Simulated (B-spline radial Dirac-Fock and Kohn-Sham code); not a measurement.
## Relativistic shifts of the levels of Mo²⁺

System: the Mo²⁺ ion, configuration 1s2 2s2 2p6 3s2 3p6 3d10 4s2 4p6 4d4.

Both columns are ΔSCF binding energies of the configuration average from a radial atomic solver: non-relativistic Hartree-Fock with a point nucleus, and Dirac-Fock with a finite nucleus and the Coulomb interaction alone, averaged over the two j levels with weights 2j+1.

```tsv
shell	Hartree-Fock (eV)	Dirac-Fock (eV)	shift (eV)	shift (%)
1s	19589.1	20082.6	+493.50	+2.52
2s	2790.0	2906.4	+116.41	+4.17
2p	2558.5	2589.5	+30.95	+1.21
3s	515.2	537.4	+22.24	+4.32
3p	425.3	431.3	+5.96	+1.40
3d	261.0	257.2	-3.79	-1.45
4s	92.19	95.77	+3.58	+3.89
4p	64.04	64.77	+0.73	+1.14
4d	25.65	25.25	-0.40	-1.54
```

Relativity binds 1s, 2s, 2p, 3s, 3p, 4s, 4p more strongly, among those listed most of all 3s in relative terms, and 3d, 4d more weakly, because the contracted s and p shells screen the nucleus better.

Values without a named source are computed, but for edge energies of neutral atoms, which are taken from tables.
